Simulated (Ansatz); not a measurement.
Reaction (formal hydrolysis of the Nb–F bond): `[NH]=[Nb]([OH])([OH])[F]` + H₂O → `[NH]=[Nb]([OH])([OH])[OH]` + H–F

Gas-phase electronic energies from Ansatz, PBE0-D4/def2-TZVP geometries. CBS: MP2 limit from def2 TZ/QZ plus the TZ coupled-cluster correction, frozen cores. This one scheme is used for every species. def2 core potentials past Kr. For Nb outer-core shells are correlated without core-valence functions, which leaves a few kJ/mol of doubt a bond. One conformer a species, not always the lowest.

`[NH]=[Nb]([OH])([OH])[F]`:

Cartesian coordinates in Å:
```
N 1.461 -0.145 0.041
Nb -0.254 -0.290 -0.232
O -1.115 -0.495 1.444
O -0.866 1.299 -1.066
F -0.578 -1.783 -1.332
H 2.461 -0.110 0.165
H -0.736 -0.548 2.322
H -0.373 2.072 -1.343
```

H₂O:

```xyz
3

O     0.267   -0.111   -0.261
H    -0.339   -0.671    0.231
H     0.072    0.782    0.030
```

`[NH]=[Nb]([OH])([OH])[OH]`:

```xyz
9

N     1.723    0.424    0.265
Nb    0.067   -0.045   -0.027
O    -0.193   -1.756    0.796
O    -0.183   -0.099   -1.926
O    -1.130    1.220    0.739
H     2.701    0.629    0.393
H    -1.029   -2.208    0.922
H    -1.017   -0.187   -2.391
H    -0.939    2.021    1.228
```

H–F:

Z-matrix (Å, degrees):
```
F
H 1 0.920
```

```tsv
species	CCSD(T)/CBS(def2) energy (Eh)
`[NH]=[Nb]([OH])([OH])[F]`	-363.75891
H₂O	-76.37941
`[NH]=[Nb]([OH])([OH])[OH]`	-339.71739
H–F	-100.39570
```

Work out ΔE.

ΔE = (-339.71739) + (-100.39570) − (-363.75891) − (-76.37941) = 0.02523 Eh = +15.8 kcal/mol.

Largest T1 diagnostic among the species: 0.021, so the coupled-cluster value is less sure than usual.

Leaving LDA and LC-ωPBE aside and taking each functional with its dispersion term where it has one, the values, not all of them listed here, spread over 2.0 kcal/mol, from PBE-QIDH to B97M-V. LDA lies −1.2 kcal/mol from PBE without D4. At CCSD(T), def2-SVP lies +2.2 kcal/mol from the extrapolated value and def2-TZVPP +0.1 kcal/mol.
